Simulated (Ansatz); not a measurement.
Si3O6. Charge 0, multiplicity 1. Geometry PBE0-D4/def2-SVP; atoms count from 1.

```xyz
9

Si   -1.416   -0.361    0.976
Si    0.907   -1.306   -0.750
Si    0.510    1.667   -0.226
O    -0.435   -1.424    0.194
O     1.687   -2.430   -1.396
O    -0.774    1.116    0.641
O     0.949    3.102   -0.421
O    -2.637   -0.672    1.816
O     1.210    0.308   -0.834
```

Another isomer (singlet) lies 1.04 eV lower at PBE0-D4/def2-TZVP; other spin states weren't run for this one.

(1) Estimate the Mulliken populations from the PBE0/def2-TZVP orbitals of Ansatz.

(2) And the Mayer bond orders between bonded heavy atoms (over 0.3)?

Results:

(1) 
```json
{"atom": "Si1", "charge (e)": "0.77"}
{"atom": "Si2", "charge (e)": "0.77"}
{"atom": "Si3", "charge (e)": "0.77"}
{"atom": "O4", "charge (e)": "-0.29"}
{"atom": "O5", "charge (e)": "-0.48"}
{"atom": "O6", "charge (e)": "-0.29"}
{"atom": "O7", "charge (e)": "-0.48"}
{"atom": "O8", "charge (e)": "-0.48"}
{"atom": "O9", "charge (e)": "-0.29"}
```
Mulliken values and Mayer orders depend strongly on the basis.

(2) Si1–O4 1.14 (1.64 Å); Si1–O6 1.14 (1.64 Å); Si1–O8 2.23 (1.51 Å); Si2–O4 1.14 (1.64 Å); Si2–O5 2.23 (1.51 Å); Si2–O9 1.14 (1.64 Å); Si3–O6 1.14 (1.64 Å); Si3–O7 2.23 (1.51 Å); Si3–O9 1.14 (1.64 Å).
